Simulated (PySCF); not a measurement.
Molfile (atoms numbered from 1):
```
C3H10N2OSi2
     RDKit          3D

 18 17  0  0  0  0  0  0  0  0999 V2000
   -3.0948   -0.1022    1.2800 C   0  0  0  0  0  0  0  0  0  0  0  0
   -1.9871   -0.5147    0.8569 N   0  0  0  0  0  0  0  0  0  0  0  0
   -1.6337   -0.5113   -0.4841 C   0  0  0  0  0  0  0  0  0  0  0  0
   -2.4475   -0.8983   -1.4692 C   0  0  0  0  0  0  0  0  0  0  0  0
   -0.3575   -0.1868   -0.7158 O   0  0  0  0  0  0  0  0  0  0  0  0
    0.7510    0.1368    0.4469 Si  0  0  0  0  0  4  0  0  0  0  0  0
    2.0988    0.5481   -0.5399 N   0  0  0  0  0  0  0  0  0  0  0  0
    3.6992    0.9162   -0.0098 Si  0  0  0  0  0  4  0  0  0  0  0  0
   -3.8680    0.3490    0.6537 H   0  0  0  0  0  0  0  0  0  0  0  0
   -3.2982   -0.1918    2.3373 H   0  0  0  0  0  0  0  0  0  0  0  0
   -2.0864   -0.9789   -2.4768 H   0  0  0  0  0  0  0  0  0  0  0  0
   -3.4642   -1.1804   -1.2717 H   0  0  0  0  0  0  0  0  0  0  0  0
    0.9857   -1.0467    1.2716 H   0  0  0  0  0  0  0  0  0  0  0  0
    0.3509    1.2885    1.2550 H   0  0  0  0  0  0  0  0  0  0  0  0
    1.9742    0.3900   -1.5264 H   0  0  0  0  0  0  0  0  0  0  0  0
    4.3969   -0.2829    0.4687 H   0  0  0  0  0  0  0  0  0  0  0  0
    3.5854    1.8757    1.0862 H   0  0  0  0  0  0  0  0  0  0  0  0
    4.3865    1.4761   -1.1742 H   0  0  0  0  0  0  0  0  0  0  0  0
  1  2  2  0
  2  3  1  0
  3  4  2  0
  3  5  1  0
  5  6  1  0
  6  7  1  0
  7  8  1  0
  1  9  1  0
  1 10  1  0
  4 11  1  0
  4 12  1  0
  6 13  1  0
  6 14  1  0
  7 15  1  0
  8 16  1  0
  8 17  1  0
  8 18  1  0
M  END
```

[PySCF: GFN2-xTB geometry; σ from GIAO-PBE0/pcSseg-1; non-relativistic Hamiltonian; a single conformation; gas phase; fast rotation and ring inversion assumed for equivalent nuclei]

Predict the 2D correlation tables (HSQC, COSY, HMBC).

Answers



HSQC (one-bond C–H):
```csv
δH,δC
7.90 (H9),154.8 (C1)
7.04 (H10),154.8 (C1)
3.98 (H12),79.7 (C4)
3.88 (H11),79.7 (C4)
```

COSY cross peaks (H two or three bonds apart, from the bond graph; peaks can be absent where the dihedral angle is near 90°):
```csv
δH,δH
7.90 (H9),7.04 (H10)
3.98 (H12),3.88 (H11)
```

HMBC (two and three bonds, from the bond graph):
```csv
δH,δC
7.90 (H9),169.5 (C3)
7.04 (H10),169.5 (C3)
5.25 (H13/H14),169.5 (C3)
3.98 (H12),169.5 (C3)
3.88 (H11),169.5 (C3)
```

Shifts are taken against calculated references (same method and geometry level): ¹H (σ = 31.72 ppm), ¹³C (σ = 186.93 ppm) against TMS.

Short H···H contacts in this conformer between protons four or more bonds apart (candidates for NOE cross peaks, intensity ∝ r⁻⁶): H9···H12 2.49 Å.

OH/NH shifts are gas-phase values; hydrogen bonding in solution moves them, usually downfield. Shifts are as computed. Against solution values, carbons near 30 ppm lie about +3 ppm off and those near 130 ppm about +5 ppm. Of 1211 compounds with measured shifts, 218 miss one by over three times the rms of a fit or turn the order of signals round; such compounds aren't used in these exercises.
